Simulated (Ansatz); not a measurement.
Cartesian coordinates in Å:
```
C 1.2023 -0.4609 0.8343
O 0.2356 -0.2047 -0.1416
In -1.4256 0.9295 0.0360
O -2.4670 0.9580 -1.6766
H 1.9656 -1.1135 0.3932
H 0.7960 -0.9796 1.7125
H 1.7103 0.4483 1.1818
H -2.0172 0.4229 -2.3397
```

Charge 0, multiplicity 2. In: def2 effective core potential.

(1) List the r2SCAN/def2-TZVPP orbital energies in eV (the Gaussian-basis code of Ansatz). (Estimate.)

Answers

(1) Computed: α occupied: -515.59, -515.13, -274.08, -125.42, -82.10, -81.94, -81.82, -25.92, -25.03, -19.46, -19.34, -19.24, -19.19, -19.15, -16.92, -11.93, -11.27, -11.02, -10.75, -8.42, -7.34, -7.15, -6.50, -5.77. α empty: -1.79, -0.12, 0.16, 2.08, 2.70, 2.75, 2.89, 3.36. β occupied: -515.38, -515.02, -274.09, -125.39, -82.06, -81.90, -81.80, -25.55, -24.81, -19.35, -19.23, -19.16, -19.07, -19.04, -16.82, -11.65, -11.06, -10.99, -10.62, -8.03, -7.06, -6.72, -6.37. β empty: -4.27, -1.15, 0.07, 0.50, 2.20, 2.40, 2.47, 2.99. ⟨S²⟩ = 0.756.
